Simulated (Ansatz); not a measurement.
```yaml
crystal:
  periodic: [false, false, false]
  atoms:
    - {symbol: Zn, position_ang: [-0.159848, -2.258451, 1.319931]}
    - {symbol: Zn, position_ang: [-0.047805, -0.907052, -1.912493]}
    - {symbol: Zn, position_ang: [-2.423699, 0.701998, 0.037536]}
    - {symbol: Zn, position_ang: [0.487132, 1.973992, -0.864751]}
    - {symbol: Zn, position_ang: [-2.518161, -1.565892, 1.152845]}
    - {symbol: Zn, position_ang: [0.823581, 1.026376, 1.807436]}
    - {symbol: Zn, position_ang: [1.975243, -0.735699, 0.538804]}
    - {symbol: Se, position_ang: [-2.201465, 0.012539, -2.317645]}
    - {symbol: Se, position_ang: [-0.079368, 1.153472, -2.934860]}
    - {symbol: Se, position_ang: [1.095779, -2.597893, -0.703596]}
    - {symbol: Se, position_ang: [1.224328, -1.037526, 2.876655]}
    - {symbol: Se, position_ang: [-1.088198, 2.349390, 1.041093]}
    - {symbol: Se, position_ang: [2.668959, 1.580059, 0.170560]}
basis:
  gaussian: {orbitals: aug-cc-pVDZ, fitting: {mean_field: def2-universal-jkfit}}
total_charge: 1
magnetization: {spin_polarized: true, initial_magnetization: 1}
hamiltonian: {xc: {name: revPBE0}}
```

```sh
$ ansatz run in.yaml --threads 2 --pin off --events-out ev --progress --plain --max-ram 32768MiB --backend cuda --devices 0, --max-vram 18GiB
```

It prints (some lines left out):

```
Functional definition: revPBE0
3444 factors; integrals over basis functions are off by at most 2.5e-1 eV
mean field evaluation 1: about -730980.7870 eV, gradient 6.2e1 eV
mean field evaluation 2: about -730861.7719 eV, gradient 1.6e2 eV
mean field evaluation 4: about -730992.1783 eV, gradient 1.9e1 eV
mean field evaluation 8: about -730994.2626 eV, gradient 7.4e-1 eV
mean field evaluation 16: about -730994.2666 eV, gradient 1.3e-2 eV
mean field -730994.26656678 eV, -26863.5438106193 hartree, gradient 5.7e-5 eV, S^2 0.760018; 0 other end points of the search recorded, 0 dependent functions left out
reference -730994.26665192 eV, -26863.5438137479 hartree; 207, 206 occupied and 422, 423 virtual orbitals, 3444 factors
Total energy: -730994.26665192 eV, -26863.5438137479 hartree
```

Hardware: 2 threads of AMD EPYC 7R13 on a shared host and a share (18 GiB) of an NVIDIA H100 80GB HBM3. Wall time 24 s, peak host memory 1.3 GiB.
